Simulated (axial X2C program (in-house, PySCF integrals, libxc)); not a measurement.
## How long does SbTe⁻ take?

A bond scan computed with an in-house relativistic program for diatomic molecules. Basis: Te dyall-acv3z [12s13p9d5f1g], Sb dyall-acv3z [12s13p9d5f1g] (cores contracted in-house).

The run was started with this input:
```json
{
 "zs": [
  52,
  51
 ],
 "q": -1,
 "bas": [
  "dyall-acv3z",
  "dyall-acv3z"
 ],
 "levels": [
  "PBE0",
  "HF",
  "PW91"
 ],
 "cc": true,
 "r0": 2.61,
 "thr": -1.0,
 "nmax": 90,
 "npts": 10,
 "nst": 2,
 "ntry": 6
}
```
```bash
python so2c.py task.json out
```

Keys: zs atomic numbers; q charge; bas basis sets; levels methods; cc coupled cluster on or off; r0 starting distance in Å; thr threshold in hartree for freezing inner shells (an s shell follows its p shell); nmax most natural virtual spinors; npts points on the curve; nst determinants followed; ntry starts of the search. HF also brings MP2.

Hardware: 1 thread of Arm Neoverse V2, on a shared host.

Wall time of one point of each curve, integrals apart:

| Hamiltonian | level | points | seconds a point |
| --- | --- | --- | --- |
| spin-free | PBE0 | 10 | 1.4 |
| spin-free | HF | 10 | 1.1 |
| spin-free | CCSD(T) (12 electrons, 89 virtuals) | 7 | 6 |
| spin-free | PW91 | 10 | 0.62 |
| 2c | PBE0 | 10 | 2.4 |
| 2c | HF | 10 | 2.4 |
| 2c | CCSD(T) (12 electrons, 90 virtuals) | 7 | 8.3 |
| 2c | PW91 | 10 | 0.68 |

The rest:

Search with its distance optimisation 47 s, atoms 31 s, whole task 270 s. Coupled cluster runs on the points near the minimum only. The program drops outer points, and coupled cluster, when its time limit (not in the input) nears; MP2, further determinants and curves that did not converge are not in the table.
